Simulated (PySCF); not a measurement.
Members of one series of related molecules.

All values: B3LYP/def2-SVPD (PySCF) at PBE0-D3(BJ)/def2-SVP geometries, gas phase, one conformer each. Core orbitals are frozen in the response; Δα² is half the sum of the squared differences of the principal polarisabilities. Atoms past krypton carry effective core potentials.

(1) Rank by HOMO energy, highest first.
A. `[CH3][Bi]([CH3])[CH3]`
B. `[H][Bi]([H])[H]`
C. `[F][Bi]([F])[F]`
D. `[Cl][Bi]([Cl])[Cl]`

(2) Rank by polarisability anisotropy Δα, lowest first.
A. `[CH3][Bi]([CH3])[CH3]`
B. `[BiH3]`
C. `[Cl][Bi]([Cl])[Cl]`
D. `[F][Bi]([F])[F]`

(3) Rank by mean static polarisability, lowest first.
A. `[F][Bi]([F])[F]`
B. `[Cl][Bi]([Cl])[Cl]`
C. `[CH3][Bi]([CH3])[CH3]`
D. `[H][Bi]([H])[H]`

Answers

(1) A (-6.44 eV), B (-7.52 eV), D (-8.70 eV), C (-10.08 eV).

(2) B (0.18 Å³), D (0.63 Å³), A (1.34 Å³), C (3.72 Å³).

(3) A (5.92 Å³), D (7.62 Å³), B (13.41 Å³), C (13.72 Å³).

All values together:

| SMILES | change | formula | μ (D) | HOMO (eV) | LUMO (eV) | α (Å³) | Δα (Å³) | electrons | α per electron (Å³) | ΔSCF removal energy (eV) |
| --- | --- | --- | --- | --- | --- | --- | --- | --- | --- | --- |
| [CH3][Bi]([CH3])[CH3] | parent | C3H9Bi | 0.30 | -6.44 | -0.17 | 13.72 | 1.34 | 110 | 0.125 | – |
| [Cl][Bi]([Cl])[Cl] | ligand (all three): Me to Cl | BiCl3 | 3.97 | -8.70 | -2.96 | 13.41 | 3.72 | 134 | 0.100 | 10.76 |
| [F][Bi]([F])[F] | ligand (all three): Me to F | BiF3 | 5.33 | -10.08 | -2.34 | 5.92 | 0.63 | 110 | 0.054 | 12.59 |
| [H][Bi]([H])[H] | ligand (all three): Me to H | BiH3 | 1.16 | -7.52 | -0.51 | 7.62 | 0.18 | 86 | 0.089 | 10.10 |

A dash marks a removal energy that wasn't run or isn't settled.

Q: Give the shifts from the parent, `[CH3][Bi]([CH3])[CH3]`.

A: 
```json
{"SMILES": "[Cl][Bi]([Cl])[Cl]", "change in μ (D)": "+3.67", "change in HOMO (eV)": "-2.26", "change in LUMO (eV)": "-2.79", "change in mean α (Å³)": "-0.31"}
{"SMILES": "[F][Bi]([F])[F]", "change in μ (D)": "+5.03", "change in HOMO (eV)": "-3.64", "change in LUMO (eV)": "-2.17", "change in mean α (Å³)": "-7.80"}
{"SMILES": "[H][Bi]([H])[H]", "change in μ (D)": "+0.86", "change in HOMO (eV)": "-1.08", "change in LUMO (eV)": "-0.34", "change in mean α (Å³)": "-6.10"}
```
